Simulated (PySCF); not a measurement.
Species: C3H10P2Se.
Numbering: `[CH3:1][P:2]([CH3:3])(=[Se:4])[CH2:5][PH2:6]` (hydrogens: H7, H8, H9 on C1; H10, H11, H12 on C3; H13, H14 on C5; H15, H16 on P6)

The calculation used core-valence-separated Tamm–Dancoff BHandHLYP/aug-pcX-1 (pcseg-1 on H, def2-SVPD on Se, def2-SVPD on P) in PySCF, non-relativistic, gas phase, PBE0-D3(BJ)/def2-SVP geometry.

Computed carbon K-edge spectrum, Gaussian lines of 0.3 eV full width, highest printed point 100; it ends one width below the last computed root. BHandHLYP without relativity tends to put these K edges a few eV too low, so spacings mean more than positions.

photon energy (eV), absorption and a bar:
```
    285.4          1 
    285.5          4 #
    285.6         16 #####
    285.7         35 ##########
    285.8         44 #############
    285.9         41 ############
    286.0         55 ################
    286.1         79 ########################
    286.2         78 #######################
    286.3         70 #####################
    286.4         85 ##########################
    286.5        100 ##############################
    286.6         88 ##########################
    286.7         64 ###################
    286.8         41 ############
    286.9         20 ######
    287.0          8 ##
```

Q: Where are the maxima, and which lines make them up?

A: 3 maxima:
- 285.8 eV: C5 (sp3 carbon bound to phosphorus), 285.78 eV, f = 0.019, 33 % of the height at the exact maximum; C3 (sp3 carbon bound to phosphorus), 285.77 eV, f = 0.019, 33 % of the height at the exact maximum; C1 (sp3 carbon bound to phosphorus), 285.80 eV, f = 0.015, 28 % of the height at the exact maximum
- 286.1 eV: C1 + C3 (sp3 carbon bound to phosphorus), 286.14 eV, f = 0.053, sum of 2, 51 % of the height at the exact maximum; C5 (sp3 carbon bound to phosphorus), 286.13 eV, f = 0.045, 43 % of the height at the exact maximum
- 286.5 eV: C1/C3 (sp3 carbon bound to phosphorus), 286.46 eV, f = 0.050, sum of 2, 37 % of the height at the exact maximum; C5 (sp3 carbon bound to phosphorus), 286.44 eV, f = 0.031, 22 % of the height at the exact maximum; C5 (sp3 carbon bound to phosphorus), 286.55 eV, f = 0.028, 21 % of the height at the exact maximum; C3 (sp3 carbon bound to phosphorus), 286.63 eV, f = 0.031, 16 % of the height at the exact maximum

Further lines of some strength in the range: C1, 286.78 eV, f = 0.032.

Roots within 0.03 eV on the same or equivalent atoms count as one line; shares under 12 % aren't listed.

Vibrational structure and lifetime widths aren't in the curve. The ionisation threshold wasn't computed; near and above it a finite basis only mimics Rydberg series and continuum. Relativistic effects, spin–orbit coupling among them, are left out although an element past zinc is present.

Shape of the structure used: `[CH3:1][P:2]([CH3:3])(=[Se:4])[CH2:5][PH2:6]`: C1–P2–C5–P6 70°, H–P6–C5–P2 78°, H–P6–C5–P2 174°.

One conformer stands for the species.
